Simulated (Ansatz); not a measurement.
Question: Name a neutral molecule of C, O, Si and H with HOMO energy (B3LYP/def2-TZVPP) between -8.45 and -8.15 eV and size of the dipole moment (B3LYP/def2-TZVPP) between 1.55 and 1.85 D (Ansatz, PBE0-D4/def2-TZVP geometry).

Answer: `CO[SiH](O)O[SiH3]` (-8.28 eV, 1.61 D); `C[SiH2]O` (-8.21 eV, 1.67 D); `CO[SiH](O)O` (-8.19 eV, 1.73 D). Other molecules can fit too; these were computed, each in one conformer that needn't be the lowest.

B3LYP here is the variant with VWN-RPA as its local correlation; programs differ in this.
